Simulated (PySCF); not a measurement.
Point-charge models of `C=CC[P@](=C)(P)CC` against its computed dipole.

Coordinates (GFN2-xTB, Å) and charges (e) from the PBE0/pcSseg-1 density (PySCF):

```json
{"atom": "C1", "x": "2.948", "y": "0.772", "z": "0.973", "Mulliken": "-0.1335", "IAO": "-0.3207", "Hirshfeld": "-0.1014", "ESP-fitted": "-0.4890"}
{"atom": "C2", "x": "2.018", "y": "-0.172", "z": "1.031", "Mulliken": "-0.2617", "IAO": "-0.1370", "Hirshfeld": "-0.0450", "ESP-fitted": "-0.0625"}
{"atom": "C3", "x": "1.474", "y": "-0.866", "z": "-0.155", "Mulliken": "-0.3201", "IAO": "-0.4926", "Hirshfeld": "-0.1185", "ESP-fitted": "-0.3852"}
{"atom": "P4", "x": "-0.238", "y": "-0.159", "z": "-0.674", "Mulliken": "+0.1451", "IAO": "+0.9651", "Hirshfeld": "+0.3195", "ESP-fitted": "+0.4107"}
{"atom": "C5", "x": "-1.079", "y": "-0.285", "z": "-2.157", "Mulliken": "-0.5033", "IAO": "-0.9067", "Hirshfeld": "-0.3174", "ESP-fitted": "-0.9961"}
{"atom": "P6", "x": "-0.016", "y": "1.911", "z": "-0.067", "Mulliken": "-0.0006", "IAO": "-0.0137", "Hirshfeld": "+0.0522", "ESP-fitted": "-0.2742"}
{"atom": "C7", "x": "-1.300", "y": "-0.897", "z": "0.635", "Mulliken": "-0.4147", "IAO": "-0.4565", "Hirshfeld": "-0.1052", "ESP-fitted": "+0.0665"}
{"atom": "C8", "x": "-2.619", "y": "-0.145", "z": "0.718", "Mulliken": "-0.2631", "IAO": "-0.4157", "Hirshfeld": "-0.1204", "ESP-fitted": "-0.2852"}
{"atom": "H9", "x": "3.299", "y": "1.280", "z": "1.855", "Mulliken": "+0.1219", "IAO": "+0.1563", "Hirshfeld": "+0.0484", "ESP-fitted": "+0.1924"}
{"atom": "H10", "x": "3.403", "y": "1.062", "z": "0.039", "Mulliken": "+0.1118", "IAO": "+0.1428", "Hirshfeld": "+0.0445", "ESP-fitted": "+0.2141"}
{"atom": "H11", "x": "1.595", "y": "-0.452", "z": "1.987", "Mulliken": "+0.1165", "IAO": "+0.1447", "Hirshfeld": "+0.0444", "ESP-fitted": "+0.1577"}
{"atom": "H12", "x": "2.125", "y": "-0.738", "z": "-1.025", "Mulliken": "+0.1541", "IAO": "+0.1529", "Hirshfeld": "+0.0423", "ESP-fitted": "+0.1705"}
{"atom": "H13", "x": "1.321", "y": "-1.935", "z": "0.018", "Mulliken": "+0.1612", "IAO": "+0.1562", "Hirshfeld": "+0.0467", "ESP-fitted": "+0.1381"}
{"atom": "H14", "x": "-1.273", "y": "-1.324", "z": "-2.416", "Mulliken": "+0.1132", "IAO": "+0.1392", "Hirshfeld": "+0.0119", "ESP-fitted": "+0.2719"}
{"atom": "H15", "x": "-0.560", "y": "0.235", "z": "-2.960", "Mulliken": "+0.1146", "IAO": "+0.1391", "Hirshfeld": "+0.0085", "ESP-fitted": "+0.2419"}
{"atom": "H16", "x": "0.984", "y": "2.118", "z": "-1.012", "Mulliken": "+0.0693", "IAO": "-0.0022", "Hirshfeld": "-0.0046", "ESP-fitted": "+0.1508"}
{"atom": "H17", "x": "-1.020", "y": "2.280", "z": "-0.955", "Mulliken": "+0.0878", "IAO": "+0.0128", "Hirshfeld": "-0.0037", "ESP-fitted": "+0.1345"}
{"atom": "H18", "x": "-1.471", "y": "-1.944", "z": "0.367", "Mulliken": "+0.1594", "IAO": "+0.1514", "Hirshfeld": "+0.0481", "ESP-fitted": "+0.0609"}
{"atom": "H19", "x": "-0.770", "y": "-0.864", "z": "1.590", "Mulliken": "+0.1483", "IAO": "+0.1423", "Hirshfeld": "+0.0399", "ESP-fitted": "+0.0172"}
{"atom": "H20", "x": "-2.443", "y": "0.890", "z": "1.015", "Mulliken": "+0.1218", "IAO": "+0.1341", "Hirshfeld": "+0.0322", "ESP-fitted": "+0.0948"}
{"atom": "H21", "x": "-3.283", "y": "-0.606", "z": "1.447", "Mulliken": "+0.1229", "IAO": "+0.1443", "Hirshfeld": "+0.0430", "ESP-fitted": "+0.0703"}
{"atom": "H22", "x": "-3.106", "y": "-0.144", "z": "-0.255", "Mulliken": "+0.1491", "IAO": "+0.1639", "Hirshfeld": "+0.0352", "ESP-fitted": "+0.1001"}
```

**Question.** Form Σ q r in debye for every column and set it beside the full dipole.

**Answer.** The full density gives (1.51, -0.61, 1.51) D, 2.23 D in size; dipole vectors point from the negative to the positive end.

```
    scheme    μx     μy    μz  size (D)  share of the full size (%)  angle to the full dipole (°)
  Mulliken  0.53   1.65  1.36      2.20                          99                            68
       IAO  1.60   0.41  2.86      3.31                         149                            28
 Hirshfeld  1.13   0.42  2.13      2.45                         110                            31
ESP-fitted  1.54  -0.63  1.54      2.27                         102                             0
```

**Question.** Which set comes closest?

**Answer.** Length of the difference vector: ESP-fitted 0.04 D, Hirshfeld 1.27 D, IAO 1.70 D, Mulliken 2.47 D. Closest: ESP-fitted. 

**Question.** What is left for the Hirshfeld atoms' own dipoles?

**Answer.** The shares of the density sum to the whole, so what Σ q r misses lies in dipoles about the nuclei. The atomic dipoles sum to (1.51, -0.61, 1.51) − (1.13, 0.42, 2.13) = (0.38, -1.03, -0.62) D, 1.27 D in size.

**Question.** With the origin at the mean of the coordinates, (0.000, 0.001, 0.000) Å, which are the largest single terms, by size, of the Mulliken dipole along the direction of the full one?

**Answer.** C5 +5.13, C2 -2.67, H9 +1.85, C3 -1.75, H22 -1.61 D; all 22 atoms together +0.83 D. The single terms depend on the origin, their sum doesn't.

**Question.** Give the size of the full dipole in other units.

**Answer.** 2.23 D = 0.876 au = 0.464 e·Å = 7.43 × 10⁻³⁰ C·m.

One conformer (not necessarily the lowest) at the GFN2-xTB geometry, without solvent, vibrations or thermal averaging.

These values come from a run that also computed NMR shieldings. Cost: about 2.7 min of CPU time on one thread (grids of density and orbitals included); the machine was shared, so the figure is rough.

The values belong to the conformer `[CH2:1]=[CH:2][CH2:3][P@:4](=[CH2:5])([PH2:6])[CH2:7][CH3:8]`: C1–C2–C3–P4 -101°, C2–C3–P4–C5 161°, C3–P4–C7–C8 162°, H–P6–P4–C3 66°, H–P6–P4–C3 158°.
